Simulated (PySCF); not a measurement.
Al(SH)3 (AlH3S3), SMILES [SH][Al]([SH])[SH]. Coordinates come from a B3LYP-D3(BJ)/def2-SVP optimisation. The values are those of a single conformer.

Computed equilibrium geometry at B3LYP-D3(BJ)/def2-SVP (PySCF confirms it by a frequency run) as bond lengths and angles (one conformer of several):
Atoms: Al1 S2 H3 S4 H5 S6 H7. Bonds (Å): Al1–S2 2.186, Al1–S4 2.193, Al1–S6 2.190, S2–H3 1.355, S4–H5 1.354, S6–H7 1.354. Bond angles (°): S2–Al1–S4 119.4, S2–Al1–S6 116.7, S4–Al1–S6 123.9, Al1–S2–H3 93.7, Al1–S4–H5 94.7, Al1–S6–H7 94.5.
Charge 0, spin multiplicity 1.
